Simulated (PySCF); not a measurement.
## How the method moves the HOMO and LUMO of `C=CBNC`

Compound: C3H8BN.
Atom-mapped SMILES: `[CH2:1]=[CH:2][BH:3][NH:4][CH3:5]` (hydrogens: H6, H7 on C1; H8 on C2; H9 on B3; H10 on N4; H11, H12, H13 on C5)

Structure used (PBE0-D3(BJ)/def2-SVP), in Å, numbered top down from 1:
```
atom  x, y, z in Å
C1     2.318   -0.359   -0.545
C2     1.645    0.519    0.212
B3     0.098    0.748    0.130
N4    -0.769   -0.309   -0.134
C5    -2.200   -0.249   -0.285
H6     3.406   -0.478   -0.491
H7     1.807   -0.993   -1.280
H8     2.234    1.150    0.891
H9    -0.385    1.851    0.287
H10   -0.379   -1.243   -0.217
H11   -2.534    0.791   -0.171
H12   -2.722   -0.858    0.472
H13   -2.525   -0.601   -1.279
```

Basis pcSseg-2 throughout (PySCF), one geometry. The structure is a single PBE0-D3(BJ)/def2-SVP conformer in the gas phase; no vibrational or solvent corrections.

Question: How do the orbital energies, the gap and the dipole change with the method?

Answer: 
| method | kind | HOMO (eV) | LUMO (eV) | gap (eV) | μ (D) | SCF cycles |
| --- | --- | --- | --- | --- | --- | --- |
| BLYP | GGA | -5.94 | -1.50 | 4.44 | 1.73 | 16 |
| B97-D | GGA | -6.03 | -1.52 | 4.51 | 1.70 | 16 |
| OPBE | GGA | -6.06 | -1.54 | 4.52 | 1.73 | 16 |
| PBE | GGA | -6.09 | -1.65 | 4.44 | 1.76 | 15 |
| KT2 | GGA | -6.11 | -1.63 | 4.48 | 1.70 | 15 |
| KT3 | GGA | -6.11 | -1.59 | 4.52 | 1.67 | 16 |
| BP86 | GGA | -6.18 | -1.72 | 4.46 | 1.75 | 15 |
| LDA | LDA | -6.25 | -1.87 | 4.38 | 1.80 | 15 |
| B97-2 | global hybrid | -6.99 | -0.73 | 6.26 | 1.64 | 14 |
| B3LYP | global hybrid | -7.02 | -0.91 | 6.11 | 1.66 | 13 |
| PBE0 | global hybrid | -7.25 | -0.70 | 6.54 | 1.66 | 13 |
| mPW1PW91 | global hybrid | -7.26 | -0.71 | 6.56 | 1.66 | 13 |
| BHandHLYP | global hybrid | -8.25 | 0.32 | 8.58 | 1.56 | 12 |
| CAM-B3LYP | range-separated hybrid | -8.57 | 0.40 | 8.97 | 1.63 | 12 |
| wB97X-D | range-separated hybrid | -9.08 | 1.10 | 10.18 | 1.65 | 12 |
| HF | Hartree–Fock | -9.77 | 2.67 | 12.44 | 1.43 | 11 |
| LC-wPBE | range-separated hybrid | -9.96 | 1.53 | 11.49 | 1.63 | 12 |

The HOMO spans 4.03 eV, from BLYP down to LC-wPBE, and the gap runs from 4.38 eV (LDA) to 12.44 eV (HF). Over the methods BLYP (0 %), B97-D (0 %), OPBE (0 %), PBE (0 %), KT2 (0 %), KT3 (0 %), BP86 (0 %), LDA (0 %), B97-2 (21 %), B3LYP (20 %), PBE0 (25 %), mPW1PW91 (25 %), BHandHLYP (50 %), HF (100 %), a straight line through the gap against the share of exact exchange rises by 0.80 eV for each 10 % (correlation coefficient 1.000). The dipole ranges from 1.43 D (HF) to 1.80 D (LDA). This basis has no diffuse functions.
